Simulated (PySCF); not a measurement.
Input of a run (PBE0-D3(BJ)/def2-SVP geometry optimisation, gas phase (PySCF 2.14.0)), started from GFN2-xTB:
```
{"job": {"xc": "PBE0", "basis": "def2-SVP", "d3": "d3bj", "grid": 1, "kind": "geom"}, "charge": 0, "multiplicity": 1}
C      2.189288     1.720581    -0.256672
C      1.799080     0.475028     0.012851
C      2.776156    -0.506532     0.597440
C      0.435599     0.008134    -0.250742
C      0.073036    -1.276345    -0.158037
C     -1.325869    -1.721154    -0.445411
Ge    -2.319358    -0.013572    -0.602646
N     -3.414481     0.210177     0.839116
C     -0.608384     1.019781    -0.652513
H      3.197934     2.044760    -0.060829
H      1.537900     2.459664    -0.687606
H      2.967367    -1.317727    -0.104117
H      2.385121    -0.936911     1.518187
H      3.720382    -0.014557     0.817349
H      0.778552    -2.046553     0.117172
H     -1.348174    -2.300910    -1.370122
H     -1.691376    -2.378910     0.344530
H     -3.241261     0.165460    -1.788618
H     -3.965305     1.056483     0.862644
H     -2.966761     0.102154     1.739167
H     -0.592006     1.874139     0.025128
H     -0.397848     1.396199    -1.653205
```

Output (energies in Eh, forces in Eh/bohr):
```
step   0  E = -2405.17344509  max force = 0.016250
step   1  E = -2405.17679473  max force = 0.003704
step   2  E = -2405.17693014  max force = 0.000695
step   3  E = -2405.17695065  max force = 0.000858
step   4  E = -2405.17697724  max force = 0.000561
step   5  E = -2405.17698913  max force = 0.000296
optimisation converged
```

Summarise the run.

The energy falls by 0.096 eV over 6 energy and gradient evaluations, the largest force component goes from 0.0163 to 3.0e-04 Eh/bohr, and the atoms move by 0.087 Å rms after alignment. Among the bonds, Ge7–C9 and Ge7–H18 change most and about equally (-0.027 to +0.027 Å). Bonds longer at the end by more than 0.005 Å: 17 of 22; shorter: 2. Among the angles that change most is N8–Ge7–H18, from 103.8° to 106.1°. The energy never rose by more than 1e-6 Eh on the way. The first step brought 95 % of the lowering.

What are the final bond lengths?

C1=C2 1.345 Å, C2–C3 1.503 Å, C2–C4 1.475 Å, C4=C5 1.355 Å, C5–C6 1.499 Å, C6–Ge7 1.962 Å, Ge7–N8 1.839 Å, Ge7–C9 1.972 Å, C4–C9 1.512 Å, C1–H10 1.093 Å, C1–H11 1.091 Å, C3–H12 1.102 Å, C3–H13 1.102 Å, C3–H14 1.098 Å, C5–H15 1.094 Å, C6–H16 1.104 Å, C6–H17 1.103 Å, Ge7–H18 1.540 Å, N8–H19 1.017 Å, N8–H20 1.017 Å, C9–H21 1.102 Å, C9–H22 1.104 Å. Numbering counts from 1 in the input's order; the species is `C=C(C)C1=C[CH2][Ge@@H]([NH2])[CH2]1`.

The run used 209 basis functions and 41 SCF cycles in all. The run took about 5 min of CPU time (one thread, shared machine).

Whether it is a minimum is left open (no frequencies). One conformer, not necessarily the lowest.
